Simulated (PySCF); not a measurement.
How methods differ on the ionisation energy of K

K [Ar] 4s1 (2S) → K⁺ [Ar] (1S), as a difference of total energies. Computed with PySCF 2.14 in 6-31G* (5s4p3d, 32 functions), with no relativity, point nucleus. The calculations carry no spin-orbit coupling.

| method | ionisation energy (eV) |
| --- | --- |
| UHF | 4.010 |
| r2SCAN | 4.243 |
| M06-2X | 4.264 |

These non-relativistic numbers lack the scalar-relativistic shift.

For comparison: 4.341 eV (measured; NIST Atomic Spectra Database, ionization energies).
